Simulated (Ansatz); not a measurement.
`[Cl][Ge]([Cl])[I]` radical, relaxed with UKS PBE-D4/def2-SVP in Ansatz from a rough embedded geometry. The force threshold is 0.03 eV/Å; the program also tests the step.

Total charge 0; spin multiplicity 2. I: def2 effective core potential.

Start:

```xyz
4

Cl    0.110    1.442    1.525
Ge   -0.377   -0.313    0.331
Cl    1.394   -1.510    0.119
I    -1.126    0.381   -1.976
```

(1) By how much does the energy fall, and how many steps does the optimiser take? (Estimate.)

(2) Which bonds change most? (Estimate.)

(3) Give the relaxed structure. (Estimate.)

Answers

(1) The calculation gave: 0.03 eV, in 3 steps.

(2) Computed: Ge2–I4 from 2.523 to 2.573 Å; Ge2–Cl3 from 2.148 to 2.195 Å; Cl1–Ge2 from 2.178 to 2.195 Å.

(3) Ansatz gave: 
```xyz
4

Cl    0.122    1.439    1.533
Ge   -0.387   -0.319    0.322
Cl    1.436   -1.531    0.162
I    -1.171    0.410   -2.017
```
